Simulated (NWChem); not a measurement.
Molecule: SiH₂Cl, doublet; SMILES [SiH2]Cl

```xyz
4

Si     0.0756    -1.0425     0.0000
Cl     0.0103     1.0389     0.0000
H     -0.6171    -1.5335     1.2252
H     -0.6171    -1.5335    -1.2252
```
Atoms are numbered in this order, from 1.

All runs: NWChem. Spin-unrestricted. In the optimisation the excess spin sits in a' (Cs, its own frame). Geometry: optimised at B3LYP/6-31G* (spherical d), spin-unrestricted. No stability test was run on the SCF state. B3LYP is NWChem's, with the RPA form of VWN correlation. Vertical excitations in the gas phase; the lowest state need not have the same character in each row. Excited states of an open shell can be spin-contaminated.

| level | lowest excitation (eV) | oscillator strength of that lowest state | lowest state with f > 0.02 (eV) | oscillator strength of that bright state | lowest empty minus highest occupied level, either spin (eV) |
|---|---|---|---|---|---|
| PBE/aug-cc-pVDZ, TDA | 3.85 | 0.002 | 4.61 | 0.034 | 1.65 |
| B3LYP/aug-cc-pVDZ, TDA | 4.12 | 0.002 | 4.89 | 0.034 | 3.01 |
| UHF/aug-cc-pVDZ, CIS | (withheld) | (withheld) | (withheld) | (withheld) | (withheld) |
| LRC-wPBEh/aug-cc-pVDZ, TDA | 4.46 | 0.021 | 4.46 | 0.021 | 7.25 |

Task: Fill in the missing entries.

Result: 
- UHF/aug-cc-pVDZ, CIS, lowest excitation (eV): 5.13
- UHF/aug-cc-pVDZ, CIS, oscillator strength of that lowest state: 0.039
- UHF/aug-cc-pVDZ, CIS, lowest state with f > 0.02 (eV): 5.13
- UHF/aug-cc-pVDZ, CIS, oscillator strength of that bright state: 0.039
- UHF/aug-cc-pVDZ, CIS, lowest empty minus highest occupied level, either spin (eV): 10.06
